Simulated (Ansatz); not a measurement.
One change: `[F][Zn][CH2]BCl` becomes `O[CH2][Zn][F]`.

Ansatz, PBE0-D4/def2-TZVP geometries, multiplicity 1. Each molecule was computed in one conformer, which needn't be the lowest.

Scalar relativity is left out up to krypton.

| property | `[F][Zn][CH2]BCl` |
| --- | --- |
| size of the dipole moment (PBE/def2-TZVPP) / D | 2.44 |
| HOMO energy (PBE/def2-TZVPP) / eV | -7.21 |
| LUMO energy (PBE0/def2-TZVPP) / eV | -1.61 |
| HOMO–LUMO gap (ωB97M-V/def2-TZVPP) / eV | 10.95 |
| LUMO energy (PBE/def2-TZVPP) / eV | -2.52 |
| HOMO–LUMO gap (B3LYP/def2-TZVPP) / eV | 6.46 |

Question: What does the change do to each property? (An estimate is asked.)

Answer: The calculation gave: 
```
                                      property  `O[CH2][Zn][F]`  shift
size of the dipole moment (PBE/def2-TZVPP) / D             2.72   0.28
             HOMO energy (PBE/def2-TZVPP) / eV            -5.98   1.23
            LUMO energy (PBE0/def2-TZVPP) / eV            -0.68   0.93
       HOMO–LUMO gap (ωB97M-V/def2-TZVPP) / eV            10.32  -0.63
             LUMO energy (PBE/def2-TZVPP) / eV            -1.52   1.00
         HOMO–LUMO gap (B3LYP/def2-TZVPP) / eV             6.09  -0.37
```

With PBE0 the HOMO rises by 1.26 eV and the LUMO rises by 0.93 eV, so the gap narrows by about 0.33 eV. PBE moves the HOMO by 1.23 eV and ωB97M-V by 1.23 eV. Dipoles are sizes alone; their direction can turn.

B3LYP here is the variant with VWN-RPA as its local correlation; programs differ in this.
